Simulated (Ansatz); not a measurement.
Molecule: C3H2F3, charge 0, multiplicity 2. It need not be the lowest isomer of its formula. 
Geometry from a B3LYP-D3(BJ)/def2-TZVP (Ansatz, a program for electronic structure) optimisation:
SMILES: F[C](F)C(F)=C
```xyz
8

C     -1.8748    -0.1847     0.2934
C     -0.6657     0.1415    -0.2531
F     -0.6267     0.8188    -1.4216
C      0.5790    -0.1504     0.2674
F      1.7173     0.1853    -0.2966
F      0.7402    -0.8056     1.4004
H     -1.9237    -0.7249     1.2250
H     -2.7846     0.1002    -0.2107
```
Charge 0, spin multiplicity 2.

Total electronic energies in hartree. Correlated levels leave the core frozen unless marked. UHF or UKS for open shells. No spin-orbit coupling. No relativistic terms. CBS(X,Y): correlation extrapolated as X^-3; Hartree-Fock from the larger set. [CCSD(T)-MP2]/basis is that difference in the basis named.

The UHF reference is spin-contaminated (<S^2> 0.20 over the pure value in the largest basis). 

```tsv
level	program	energy (Eh)
HF/cc-pVDZ	Ansatz	-413.03471
HF/cc-pVTZ	Ansatz	-413.16969
PBE/def2-TZVPD	Ansatz	-414.72471
BLYP-D4/def2-TZVPD	Ansatz + dftd4	-415.09929
revPBE-D3(BJ)/def2-TZVPD	Ansatz + dftd3	-415.03047
r2SCAN/def2-TZVPD	Ansatz	-414.96285
B3LYP-D4/def2-TZVPD	Ansatz + dftd4	-415.15712
PBE0/def2-SVP	Ansatz	-414.23077
PBE0/def2-TZVPD	Ansatz	-414.72573
r2SCANh/def2-TZVPD	Ansatz	-414.93935
CAM-B3LYP-D4/def2-TZVPD	Ansatz + dftd4	-415.02422
B2GP-PLYP-D3(BJ)/def2-TZVPD	Ansatz + dftd3	-414.81396
PBE-QIDH/def2-TZVPD	Ansatz	-414.66032
RPA@PBE/cc-pVTZ	Ansatz	-414.92587
MP2/cc-pVDZ	Ansatz	-413.93968
RI-MP2/cc-pVTZ	Ansatz	-414.34660
SCS-MP2/6-31G	Ansatz	-413.44466
CCSD/STO-3G	Ansatz	-407.65937
CCSD/6-31G*	Ansatz	-413.89301
CCSD/cc-pVDZ	Ansatz	-413.98089
RI-MP2/CBS(cc-pVTZ,cc-pVQZ)+[CCSD(T)-MP2]/cc-pVDZ	Ansatz	-414.6164
RI-MP2/CBS(cc-pVTZ,cc-pVQZ)+[CCSD(T)-MP2]/cc-pVTZ	Ansatz	-414.6239
CCSD(T)/CBS(cc-pVTZ,cc-pVQZ)	Ansatz	-414.6186
```

Totals of different functionals don't rank their quality; only differences between species are comparable.
